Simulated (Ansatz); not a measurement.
A nudged elastic band was laid between two geometries of C$_{3}$H$_{9}$ClGe (14 atoms, charge 0, multiplicity 1).

Computed with Ansatz 0.2.0, RKS PBE/def2-SVP.

```
movable images  : 5
climbing image  : yes
spring          : 5.0 eV/Å²
optimiser       : quadratic models (default)
start path      : IDPP
force threshold : 0.05 eV/Å
iteration limit : 60
end points      : relaxed
```

First end point:

```xyz
14
Properties=species:S:1:pos:R:3
C -1.471 0.322 0.371
C -0.042 0.362 -0.163
C 0.965 0.828 0.885
Cl 0.005 1.562 -1.569
Ge 0.494 -1.385 -0.983
H -1.772 1.320 0.755
H -1.544 -0.405 1.208
H -2.195 0.023 -0.412
H 0.688 1.831 1.273
H 1.990 0.891 0.472
H 0.977 0.120 1.741
H 0.507 -2.486 0.119
H 1.913 -1.248 -1.589
H -0.529 -1.766 -2.080
```

Last end point:

```xyz
14
Properties=species:S:1:pos:R:3
C -1.497 0.269 0.302
C -0.069 0.316 -0.235
C 0.882 1.069 0.691
Cl -0.102 1.200 -1.858
Ge 0.618 -1.512 -0.679
H -1.520 -0.272 1.272
H -2.184 -0.243 -0.399
H -1.883 1.296 0.473
H 0.518 2.104 0.867
H 1.903 1.132 0.269
H 0.942 0.554 1.673
H 0.693 -2.362 0.625
H 2.035 -1.389 -1.292
H -0.349 -2.192 -1.680
```

Problem. Which bonds break or form, and what moves?

Solution. No bond is made or broken. The dihedral H8–C1–C2–Ge5 goes from -56 to -176°. The two ends are copies of one structure, up to a mirror image or an exchange of like atoms.

Problem. Give the energies along the band, and the barrier.

Solution. The forces met the threshold. The highest image is number 3 of 0 to 6, 17.6 kJ/mol above the ends, which have the same energy within 2 meV. A vibrational analysis at the climbing image gives one clearly imaginary mode, 262i cm⁻¹: a first-order saddle point.

```json
{"image": "0", "path coordinate (Å)": "0.00", "energy (kJ/mol)": "0.0", "dihedral H8–C1–C2–Ge5 (°)": "-56"}
{"image": "1", "path coordinate (Å)": "0.60", "energy (kJ/mol)": "4.2", "dihedral H8–C1–C2–Ge5 (°)": "-75"}
{"image": "2", "path coordinate (Å)": "1.20", "energy (kJ/mol)": "13.0", "dihedral H8–C1–C2–Ge5 (°)": "-96"}
{"image": "3", "path coordinate (Å)": "1.81", "energy (kJ/mol)": "17.6", "dihedral H8–C1–C2–Ge5 (°)": "-116"}
{"image": "4", "path coordinate (Å)": "2.40", "energy (kJ/mol)": "13.1", "dihedral H8–C1–C2–Ge5 (°)": "-136"}
{"image": "5", "path coordinate (Å)": "3.00", "energy (kJ/mol)": "4.2", "dihedral H8–C1–C2–Ge5 (°)": "-156"}
{"image": "6", "path coordinate (Å)": "3.60", "energy (kJ/mol)": "0.0", "dihedral H8–C1–C2–Ge5 (°)": "-176"}
```

Problem. What is the geometry of the highest image?

Solution. 
```xyz
14
Properties=species:S:1:pos:R:3:forces:R:3
C -1.505 0.283 0.326 0.00 0.00 -0.02
C -0.064 0.321 -0.229 0.00 0.03 -0.04
C 0.909 1.043 0.700 -0.01 -0.01 0.00
Cl -0.054 1.230 -1.848 0.00 -0.02 0.04
Ge 0.600 -1.505 -0.711 0.01 0.00 0.00
H -1.553 0.761 1.325 -0.01 -0.01 0.01
H -1.899 -0.750 0.429 0.00 0.01 0.01
H -2.198 0.829 -0.341 0.00 0.00 0.00
H 0.569 2.083 0.891 0.00 0.00 -0.01
H 1.931 1.087 0.276 0.00 0.00 0.00
H 0.959 0.516 1.677 0.01 0.00 0.00
H 0.662 -2.376 0.579 0.00 0.00 0.00
H 2.016 -1.398 -1.330 0.00 0.00 0.00
H -0.386 -2.153 -1.715 0.00 0.00 0.00
```

Problem. What are the harmonic wavenumbers there?

Solution. 262i, 147, 159, 201, 258, 291, 328, 348, 481, 553, 555, 637, 792, 844, 849, 888, 931, 974, 1059, 1127, 1144, 1329, 1342, 1401, 1408, 1412, 1417, 2052, 2093, 2105, 2958, 2974, 3043, 3056, 3072, 3086 cm⁻¹.

The run took 54 s on 2 threads of AMD EPYC 9R14 (Zen 4) (shared host), peak memory 0.22 GiB.
